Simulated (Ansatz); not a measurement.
A structure relaxed at B3LYP-D4/def2-SVP in Ansatz, charge 1, singlet:

```xyz
9

Al   -0.5139    0.1134   -0.0430
Al    1.8666    1.6957    1.1605
Al   -2.0739   -1.9562    1.2336
Al    1.7054   -0.2094   -2.1873
H    -2.1327   -0.2168    0.2275
H    -0.1239    1.4205    0.8837
H     1.6480    0.4872   -0.3613
H    -0.2474   -0.0343   -1.6640
H    -0.1282   -1.3001    0.7503
```

Problem. Give its formula and point group.

Solution. Al₄H₅⁺. Point group Cs (tolerance 0.1 Å).

Problem. Summarise the bond lengths by kind (pairs closer than 1.2 times the sum of covalent radii, bridged metal pairs left out).

Solution. 1 × Al–Al 2.89 Å; 4 × Al–H 1.65 to 1.67 Å.

The restricted singlet is unstable towards broken spin symmetry in Hartree–Fock (as tested in another run); at B3LYP-D4/def2-SVP this wasn't settled. Another isomer (singlet) lies 0.63 eV lower at PBE0-D4/def2-TZVP; other spin states weren't run for this one.
